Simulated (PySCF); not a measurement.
I₂Pb, charge -1, doublet, at the geometry of the source list (a state made from the parent by changing its charge; the spin is typed, not shown lowest) (core potentials on I, Pb) (in this run its highest filled SCF level lies above zero, so its values depend strongly on the basis, on diffuse functions most of all); B3LYP/def2-SV(P) in PySCF.

Input for PySCF:
```python
from pyscf import gto, scf, dft

mol = gto.Mole()
mol.atom = '''
    Pb   -0.000000    0.000000    1.140200
    I     1.061700   -1.857600   -0.570100
    I    -1.061700    1.857600   -0.570100
'''
mol.basis = 'def2-sv(p)'
mol.ecp = {'I': 'def2-sv(p)', 'Pb': 'def2-sv(p)'}
mol.charge = -1
mol.spin = 1
mol.verbose = 4
mol.build()

mf = dft.UKS(mol)
mf.xc = 'b3lyp'
mf.kernel()
```

The log (banner, timings and long lists left out):

```
PySCF version 2.14.0

[INPUT] verbose = 4
[INPUT] num. atoms = 3
[INPUT] num. electrons = 73
[INPUT] charge = -1
[INPUT] spin (= nelec alpha-beta = 2S) = 1
[INPUT] symmetry False subgroup None
[INPUT] Mole.unit = angstrom
[INPUT] Symbol           X                Y                Z      unit          X                Y                Z       unit  Magmom
[INPUT]  1 Pb     0.000000000000   0.000000000000   1.140200000000 AA    0.000000000000   0.000000000000   2.154665727229 Bohr   0.0
[INPUT]  2 I      1.061700000000  -1.857600000000  -0.570100000000 AA    2.006322226451  -3.510355248992  -1.077332863615 Bohr   0.0
[INPUT]  3 I     -1.061700000000   1.857600000000  -0.570100000000 AA   -2.006322226451   3.510355248992  -1.077332863615 Bohr   0.0

nuclear repulsion = 289.797552771728
number of shells = 30
number of NR pGTOs = 183
number of NR cGTOs = 78
basis = def2-sv(p)
ecp = {'I': 'def2-sv(p)', 'Pb': 'def2-sv(p)'}

******** <class 'pyscf.dft.uks.UKS'> ********
method = UKS
initial guess = minao
damping factor = 0
level_shift factor = 0
DIIS = <class 'pyscf.scf.diis.CDIIS'>
diis_start_cycle = 1
diis_space = 8
diis_damp = 0
SCF conv_tol = 1e-09
SCF conv_tol_grad = None
SCF max_cycles = 50
direct_scf = True
direct_scf_tol = 1e-13
number electrons alpha = 37  beta = 36
XC library pyscf.dft.libxc version 7.1.2
    S. Lehtola, C. Steigemann, M. J. T. Oliveira, and M. A. L. Marques,  SoftwareX 7, 1–5 (2018)
XC functionals = b3lyp
    P. J. Stephens, F. J. Devlin, C. F. Chabalowski, and M. J. Frisch,  J. Phys. Chem. 98, 11623 (1994)
radial grids:
    Treutler-Ahlrichs [JCP 102, 346 (1995); DOI:10.1063/1.469408] (M4) radial grids

becke partition: Becke, JCP 88, 2547 (1988); DOI:10.1063/1.454033
pruning grids: <function nwchem_prune>
grids dens level: 3
symmetrized grids: False
atomic radii adjust function: <function treutler_atomic_radii_adjust>
small_rho_cutoff = 0
Set gradient conv threshold to 3.16228e-05
tot grids = 67144
init E= -701.424306570412

cycle= 1 E= -785.261720632431  delta_E= -83.8  |g|= 3.04  |ddm|= 12.7

cycle= 2 E= -784.968762051721  delta_E= 0.293  |g|= 2.65  |ddm|= 9.13
cycle= 3 E= -788.418611629349  delta_E= -3.45  |g|= 0.541  |ddm|= 5.09
cycle= 4 E= -788.587264585881  delta_E= -0.169  |g|= 0.361  |ddm|= 1.83
cycle= 5 E= -788.690570587841  delta_E= -0.103  |g|= 0.0906  |ddm|= 0.757
cycle= 6 E= -788.696032504741  delta_E= -0.00546  |g|= 0.0232  |ddm|= 0.183
cycle= 7 E= -788.696407415061  delta_E= -0.000375  |g|= 0.00465  |ddm|= 0.039
cycle= 8 E= -788.696422817266  delta_E= -1.54e-05  |g|= 0.00059  |ddm|= 0.00761
cycle= 9 E= -788.696423156675  delta_E= -3.39e-07  |g|= 0.000108  |ddm|= 0.00157
cycle= 10 E= -788.696423166586  delta_E= -9.91e-09  |g|= 3.9e-05  |ddm|= 0.000316
cycle= 11 E= -788.696423168747  delta_E= -2.16e-09  |g|= 5.65e-06  |ddm|= 0.00013
cycle= 12 E= -788.696423168849  delta_E= -1.02e-10  |g|= 8.22e-07  |ddm|= 3.95e-05
Extra cycle  E= -788.696423168849  delta_E= -6.82e-13  |g|= 5.71e-07  |ddm|= 4.54e-06
converged SCF energy = -788.696423168849  <S^2> = 0.75167095  2S+1 = 2.0016702
```
